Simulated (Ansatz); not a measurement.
Computed with Ansatz on PBE0-D4/def2-TZVP structures; ΔE is electronic, products minus reactants. CCSD(T)/CBS adds triple-zeta CCSD(T) − MP2 to the extrapolated MP2 energy (def2 sets, frozen cores). Functionals use def2-TZVPP. B3LYP here is the variant with VWN-RPA as its local correlation; programs differ in this. HSE06 is defined as in plane-wave codes. def2 core potentials past Kr. For I outer-core shells are correlated without core-valence functions, which leaves a few kJ/mol of doubt a bond. One conformer a species, not always the lowest.

`[SiH3]CCI` + `Cl[SiH]1C=C1` → `[SiH3][Si]1(Cl)C=C1` + `CCI`  (formal exchange of groups at the Si–C bond)

```tsv
level	ΔE (kJ/mol)	difference from CCSD(T)/CBS
LDA (SPW92)	-23.5	-7.0
B3LYP-D4	-20.7	-4.2
r2SCANh-D4	-21.1	-4.6
HSE06-D4	-25.7	-9.2
ωB97M-V	-12.9	3.6
r2SCANh	-20.8	-4.3
BHLYP	-15.0	1.5
MP2/def2-TZVPP	-12.2	4.3
SCS-MP2/def2-TZVPP	-11.5	5.0
HF/CBS(def2)	-10.2	6.3
CCSD(T)/CBS	-16.5	0
```

Largest T1 diagnostic among the species: 0.012.

Leaving LDA and LC-ωPBE aside and taking each functional with its dispersion term where it has one, the values, not all of them listed here, spread over 16.0 kJ/mol, from PBE-D4 to ωB97M-V. LDA lies +4.6 kJ/mol from PBE without D4. From BLYP to BHLYP (50 % exact exchange), in def2-TZVPP and without D4, ΔE moves by +6.8 kJ/mol.

CCSD(T)/CBS has its own doubt, a few kJ/mol and more with outer-core shells, so smaller differences from it don't rank the levels.
